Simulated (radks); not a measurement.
Species: Tc3+. Configuration: [Kr] 4d4 (the NIST ground configuration). All-electron calculation, scalar-relativistic Kohn-Sham, BLYP, spin-polarised, spherical densities, finite nucleus; open shells are filled with parallel spins first (spin-orbit coupling, left out, can overturn this in heavy ions); Fermi nuclear charge, rms radius 4.4112 fm. Program: a radial shooting solver on a logarithmic mesh with Libxc functionals. Some entries of the table are withheld. Estimate them.

orbital,occ.,eigenvalue (hartree),<1/r> (bohr^-1)
1s down,1,-768.1545,44.71
1s up,1,-768.1542,44.71
2s up,1,-110.5702,10.08
2s down,1,-110.5487,10.09
2p up,3,-99.08966,9.794
2p down,3,-99.07344,9.795
3s up,1,-20.17731,3.479
3s down,1,-20.16579,3.479
3p up,3,-16.41091,3.312
3p down,3,-16.39793,3.311
3d up,5,-10.31444,3.082
3d down,5,-10.29447,3.082
4s up,1,-3.84265,1.297
4s down,1,-3.73783,1.306
4p up,3,(1),(2)
4p down,3,(3),(4)
4d up,4,-1.32877,0.8696
4d down,0,-1.22173,0.8572

Answer. 
(1) 4p up eigenvalue (hartree): -2.80514
(2) 4p up <1/r> (bohr^-1): 1.161
(3) 4p down eigenvalue (hartree): -2.69418
(4) 4p down <1/r> (bohr^-1): 1.167
